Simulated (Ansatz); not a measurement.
## Molecular dynamics of BF$_{3}$H$_{2}$O

input.yaml

```yaml
crystal:
  periodic: [false, false, false]
  atoms:
    - { symbol: B, position_ang: [0.052067, -0.276719, -0.05441] }
    - { symbol: F, position_ang: [-0.016283, 0.082169, 1.559481] }
    - { symbol: F, position_ang: [1.172738, 0.246855, -0.540029] }
    - { symbol: F, position_ang: [-1.118181, 0.057816, -0.610985] }
    - { symbol: O, position_ang: [0.14768, -1.706068, 0.375449] }
    - { symbol: H, position_ang: [-0.634776, -2.218876, 0.127005] }
    - { symbol: H, position_ang: [0.038557, -1.038776, 1.458088] }
basis:
  gaussian: { orbitals: def2-SVP }
hamiltonian:
  xc: b3lyp
md:
  timestep: 0.5
  n_steps: 200
  ensemble: nve
  temperature: 100.0
  initial_velocities: maxwell_boltzmann
  seed: 6568
```

Launched with:

```bash
$ ansatz run input.yaml --threads 2 --pin off --max-ram 3072MiB --backend cpu --events-out ev --progress --plain --runs-dir out
```

It starts at the highest image of a converged band, a first-order saddle point between two minima.

Output, in part (one step line in 7, the closing report, with atoms numbered from 0):

```
md step     0: t =     0.00 fs  T =   100.0 K  F+E_penalty+E_count = -10902.46012468 eV  E_kin = 0.064630 eV  conserved = -10902.39549468 eV  (26 SCF iters)
md step     7: t =     3.50 fs  T =    81.1 K  F+E_penalty+E_count = -10902.44783280 eV  E_kin = 0.052394 eV  conserved = -10902.39543857 eV  (31 SCF iters)
md step    14: t =     7.00 fs  T =    58.1 K  F+E_penalty+E_count = -10902.43291155 eV  E_kin = 0.037518 eV  conserved = -10902.39539324 eV  (23 SCF iters)
md step    21: t =    10.50 fs  T =    56.1 K  F+E_penalty+E_count = -10902.43169560 eV  E_kin = 0.036276 eV  conserved = -10902.39541982 eV  (32 SCF iters)
md step    28: t =    14.00 fs  T =    67.0 K  F+E_penalty+E_count = -10902.43872470 eV  E_kin = 0.043289 eV  conserved = -10902.39543532 eV  (31 SCF iters)
md step    35: t =    17.50 fs  T =   106.4 K  F+E_penalty+E_count = -10902.46415535 eV  E_kin = 0.068744 eV  conserved = -10902.39541163 eV  (31 SCF iters)
md step    42: t =    21.00 fs  T =   211.2 K  F+E_penalty+E_count = -10902.53194503 eV  E_kin = 0.136509 eV  conserved = -10902.39543617 eV  (30 SCF iters)
md step    49: t =    24.50 fs  T =   341.9 K  F+E_penalty+E_count = -10902.61640400 eV  E_kin = 0.220958 eV  conserved = -10902.39544564 eV  (31 SCF iters)
md step    56: t =    28.00 fs  T =   450.6 K  F+E_penalty+E_count = -10902.68669839 eV  E_kin = 0.291225 eV  conserved = -10902.39547350 eV  (29 SCF iters)
md step    63: t =    31.50 fs  T =   539.4 K  F+E_penalty+E_count = -10902.74413200 eV  E_kin = 0.348624 eV  conserved = -10902.39550761 eV  (31 SCF iters)
md step    70: t =    35.00 fs  T =   620.1 K  F+E_penalty+E_count = -10902.79629480 eV  E_kin = 0.400763 eV  conserved = -10902.39553136 eV  (31 SCF iters)
md step    77: t =    38.50 fs  T =   671.7 K  F+E_penalty+E_count = -10902.82963215 eV  E_kin = 0.434131 eV  conserved = -10902.39550078 eV  (31 SCF iters)
md step    84: t =    42.00 fs  T =   690.5 K  F+E_penalty+E_count = -10902.84170479 eV  E_kin = 0.446297 eV  conserved = -10902.39540796 eV  (23 SCF iters)
md step    91: t =    45.50 fs  T =   723.8 K  F+E_penalty+E_count = -10902.86321877 eV  E_kin = 0.467805 eV  conserved = -10902.39541354 eV  (23 SCF iters)
md step    98: t =    49.00 fs  T =   772.2 K  F+E_penalty+E_count = -10902.89455000 eV  E_kin = 0.499067 eV  conserved = -10902.39548260 eV  (31 SCF iters)
md step   105: t =    52.50 fs  T =   805.7 K  F+E_penalty+E_count = -10902.91621802 eV  E_kin = 0.520694 eV  conserved = -10902.39552375 eV  (31 SCF iters)
md step   112: t =    56.00 fs  T =   821.5 K  F+E_penalty+E_count = -10902.92648113 eV  E_kin = 0.530958 eV  conserved = -10902.39552335 eV  (31 SCF iters)
md step   119: t =    59.50 fs  T =   807.3 K  F+E_penalty+E_count = -10902.91727183 eV  E_kin = 0.521769 eV  conserved = -10902.39550266 eV  (31 SCF iters)
md step   126: t =    63.00 fs  T =   743.1 K  F+E_penalty+E_count = -10902.87567145 eV  E_kin = 0.480264 eV  conserved = -10902.39540761 eV  (31 SCF iters)
md step   133: t =    66.50 fs  T =   687.4 K  F+E_penalty+E_count = -10902.83967800 eV  E_kin = 0.444287 eV  conserved = -10902.39539110 eV  (23 SCF iters)
md step   140: t =    70.00 fs  T =   673.1 K  F+E_penalty+E_count = -10902.83047060 eV  E_kin = 0.435011 eV  conserved = -10902.39545948 eV  (30 SCF iters)
md step   147: t =    73.50 fs  T =   672.6 K  F+E_penalty+E_count = -10902.83019943 eV  E_kin = 0.434699 eV  conserved = -10902.39550083 eV  (31 SCF iters)
md step   154: t =    77.00 fs  T =   673.9 K  F+E_penalty+E_count = -10902.83098981 eV  E_kin = 0.435512 eV  conserved = -10902.39547759 eV  (30 SCF iters)
md step   161: t =    80.50 fs  T =   684.5 K  F+E_penalty+E_count = -10902.83783660 eV  E_kin = 0.442365 eV  conserved = -10902.39547162 eV  (31 SCF iters)
md step   168: t =    84.00 fs  T =   680.7 K  F+E_penalty+E_count = -10902.83537708 eV  E_kin = 0.439916 eV  conserved = -10902.39546117 eV  (31 SCF iters)
md step   175: t =    87.50 fs  T =   651.0 K  F+E_penalty+E_count = -10902.81615028 eV  E_kin = 0.420715 eV  conserved = -10902.39543485 eV  (31 SCF iters)
md step   182: t =    91.00 fs  T =   619.4 K  F+E_penalty+E_count = -10902.79575430 eV  E_kin = 0.400291 eV  conserved = -10902.39546342 eV  (31 SCF iters)
md step   189: t =    94.50 fs  T =   597.8 K  F+E_penalty+E_count = -10902.78178115 eV  E_kin = 0.386330 eV  conserved = -10902.39545133 eV  (31 SCF iters)
md step   196: t =    98.00 fs  T =   593.5 K  F+E_penalty+E_count = -10902.77904338 eV  E_kin = 0.383601 eV  conserved = -10902.39544284 eV  (31 SCF iters)
md step   200: t =   100.00 fs  T =   603.6 K  F+E_penalty+E_count = -10902.78554026 eV  E_kin = 0.390080 eV  conserved = -10902.39546000 eV  (27 SCF iters)
Total energy: -10902.78573339 eV, -400.6699855286 hartree
Atom 0 at     0.061515    -0.648701    -0.568394 Å, force     0.194006     1.185756     0.311780 eV/Å
Atom 1 at    -0.069778     0.656638     2.601685 Å, force     0.486702    -0.166926     0.013541 eV/Å
Atom 2 at     1.143551     0.128724    -0.573513 Å, force    -0.217819    -0.288442     0.017775 eV/Å
Atom 3 at    -1.108461    -0.053882    -0.813341 Å, force     0.180541    -0.314656    -0.109705 eV/Å
Atom 4 at     0.179214    -1.948987    -0.282742 Å, force    -0.113324    -0.312495    -0.277466 eV/Å
Atom 5 at    -0.649488    -2.407463    -0.470237 Å, force    -0.048295    -0.196805     0.213362 eV/Å
Atom 6 at     0.826577     0.498990     2.816186 Å, force    -0.481812     0.093567    -0.169287 eV/Å
Dipole moment:     0.060552    -0.385175     0.078085 e Å
```

The run went to its last step. The conserved energy stayed within 0.017 meV per atom of its start (net change 0.005 meV per atom), so the integration is sound. The kinetic energy rose, since the run started high on the potential surface and went downhill. It ends in pieces (BF2HO + FH), so much of that is their flight and rotation, not heat. A run of 0.1 ps of so small a system gives no equilibrium averages. The orbitals stay closed-shell, which can raise the energy where a bond breaks towards radicals; this wasn't checked here.

Between its relaxed ends the band would form F2–H7 and break B1–F2, O5–H7. These pairs go: F2–H7 1.13 → 0.94 Å, B1–F2 1.65 → 3.43 Å, O5–H7 1.28 → 4.00 Å. In the last frame they stand as after the step (other bonds may differ from the relaxed reactants and products). It ends as BF2HO + FH. Pairs count as bonded within 1.25 times the sum of covalent radii (0.12 Å more for H–H).

Last frame:

```xyz
7
Properties=species:S:1:pos:R:3
B 0.061 -0.649 -0.568
F -0.070 0.657 2.602
F 1.144 0.129 -0.574
F -1.109 -0.054 -0.813
O 0.179 -1.949 -0.283
H -0.649 -2.408 -0.470
H 0.827 0.499 2.816
```

Run time: 3.9 min on 2 threads of Arm Neoverse V2 (shared host), peak memory 0.15 GiB.
